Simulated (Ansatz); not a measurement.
A series at Ge: from `C=[CH][Ge]([Cl])([Cl])[Cl]`, ligands are replaced one by one, each step taking up H₂ and setting free HCl; n counts the steps. Ansatz, PBE0-D4/def2-TZVP geometries. Each molecule was computed in one conformer, which needn't be the lowest.

CBS adds triple-zeta CCSD(T) − MP2 to the MP2 limit, frozen cores; atoms without spin–orbit coupling. Outer-core shells of Ge are correlated without core-valence functions. Scalar relativity is left out up to krypton. Spin–orbit coupling is left out.

```csv
n,molecule,"atomization energy, CCSD(T)/CBS (kJ/mol)"
0,`C=[CH][Ge]([Cl])([Cl])[Cl]`,3255.8
1,`C=[CH][GeH]([Cl])[Cl]`,?
2,`C=[CH][GeH2][Cl]`,3163.5
3,`C=[CH][GeH3]`,3114.9
```

Task: By hand: fit a straight line y = ȳ + b (n − n̄) to the 3 given rows and predict n = 1.

Result: n̄ = 1.667, ȳ = 3178.07; Σ(n − n̄)(y − ȳ) = -218.63, Σ(n − n̄)² = 4.667, so b = -46.85 kJ/mol a step. Prediction: 3178.07 + (-46.85) × (-0.667) = 3209.3 kJ/mol.

Task: By hand: compare with the computed value, 3212.5 kJ/mol, and give the steps along the whole series.

Result: The line misses by 3.2 kJ/mol (computed minus predicted). Steps: -43.3, -49.0, -48.6 kJ/mol.

The steps differ by at most 5.7 kJ/mol, 12 % of a mean step, so the ligands' effects nearly add and a line is close. The miss is 2.3 % of the series' range. The energies themselves are unsure by some kJ/mol a bond, though much of that is common to the series.
